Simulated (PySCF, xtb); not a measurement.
ClH4InN2, SMILES [NH2][In]([NH2])[Cl].

xtb with GFN2-xTB at its own geometry gives an orbital gap of 2.88 eV and a dipole moment of 3.56 D.

Geometry optimised at PBE0-D3(BJ)/def2-SVP. The structure was generated by enumeration; whether it is a known compound was not checked. The def2 effective core potentials stand for the cores of In; spin–orbit coupling is left out. Other conformers were not sampled.

What does r2SCAN/def2-TZVP (PySCF) give? (An estimate is asked for; the answer gives what the named calculation found.)

gap 4.22 eV (levels -6.29 and -2.06 eV), dipole 3.71 D.
